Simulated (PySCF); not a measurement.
These are PySCF with M06-2X/def2-TZVP // PBE0-D3(BJ)/def2-SVP values and carry that method's errors. All species are isolated molecules in the gas phase. One relaxed conformer stands for a flexible species; it need not be the lowest. Excitations are Tamm–Dancoff values on a coarser integration grid. The basis has no diffuse functions, so Rydberg states are missing or too high.

Reference species (SMILES): `O(C)[Si](I)(I)I` (C–O–Si–I torsion 60°) (neutral, multiplicity 1).

```json
{
  "S1 excitation (TDA)": "4.60 eV",
  "HOMO–LUMO gap": "7.34 eV",
  "LUMO": "-1.38 eV"
}
```

Changed species: `[Si](I)(I)(I)I` (4 of 4 OCH3 replaced by I; the reference has 3 of 4 OCH3 replaced by I).

Question: Give the shifts of the S1 excitation (TDA), HOMO–LUMO gap and LUMO.

Answer: the S1 excitation (TDA) drops by 0.43 eV, to 4.17 eV; the HOMO–LUMO gap drops by 0.56 eV, to 6.78 eV; the LUMO drops by 0.71 eV, to -2.09 eV.
